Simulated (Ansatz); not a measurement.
Consider the ligand exchange at the Si–S bond: `F[SiH2]S[SiH3]` + `OC[SeH]` → `F[SiH2]OC[SeH]` + `[SiH3]S`.

Computed with Ansatz on PBE0-D4/def2-TZVP structures; ΔE is electronic, products minus reactants. CCSD(T)/CBS is the MP2 limit (def2-TZVPP, def2-QZVPP) plus CCSD(T) − MP2 in def2-TZVPP, frozen cores. This one scheme is used for every species. Functionals use def2-TZVPP. For Se outer-core shells are correlated without core-valence functions, which leaves a few kJ/mol of doubt a bond. Scalar relativity is left out up to krypton. One conformer a species, not always the lowest.

`F[SiH2]S[SiH3]`:

```xyz
9

F     1.657   -1.383   -0.662
Si    1.462    0.203   -0.658
S     0.450    0.848    1.082
Si   -1.441   -0.110    0.740
H     2.796    0.840   -0.630
H     0.695    0.534   -1.880
H    -2.464    0.718    1.424
H    -1.446   -1.481    1.303
H    -1.709   -0.169   -0.719
```

`OC[SeH]`:

Cartesian coordinates in Å:
```
O 0.169 -1.411 -0.007
C 0.218 -0.109 -0.488
Se 0.587 1.270 0.872
H -0.504 -1.466 0.677
H -0.697 0.199 -1.001
H 1.053 -0.054 -1.185
H -0.827 1.572 1.132
```

`F[SiH2]OC[SeH]`:

Cartesian coordinates in Å:
```
F -2.275 -0.283 0.405
Si -1.175 -0.770 -0.645
O 0.288 -0.835 0.082
C 0.898 0.135 0.873
Se 0.825 1.968 0.177
H -1.213 0.164 -1.787
H -1.469 -2.163 -1.032
H 1.944 -0.135 1.003
H 0.418 0.207 1.853
H 1.758 1.712 -0.928
```

`[SiH3]S`:

Z-matrix (Å, degrees):
```
Si
S 1 2.137
H 1 1.485 2 111.6
H 1 1.485 2 111.6 3 -122.0
H 1 1.482 2 104.8 3 119.0
H 2 1.344 1 94.7 3 60.9
```

| level | ΔE (kcal/mol) |
| --- | --- |
| r2SCAN | -8.4 |
| r2SCANh | -8.5 |
| MP2/def2-SVP | -10.2 |
| CCSD(T)/def2-SVP | -10.4 |
| HF/def2-TZVPP | -12.8 |
| MP2/def2-TZVPP | -9.7 |
| SCS-MP2/def2-QZVPP | -10.4 |
| CCSD/CBS(def2) | -10.1 |

Problem. What does CCSD(T)/CBS give? (Best estimate.)

Solution. The calculation gave: -9.5 kcal/mol. The listed levels differ from it by 1.1, 1.0, -0.7, -0.9, -3.3, -0.2, -0.9, -0.6 kcal/mol.

Largest T1 diagnostic among the species: 0.012.

At CCSD(T), def2-SVP lies −0.9 kcal/mol from the extrapolated value and def2-TZVPP −0.8 kcal/mol. Leaving LDA and LC-ωPBE aside and taking each functional with its dispersion term where it has one, the values, not all of them listed here, spread over 5.3 kcal/mol, from CAM-B3LYP-D4 to revPBE-D4. LDA lies −1.6 kcal/mol from PBE without D4.
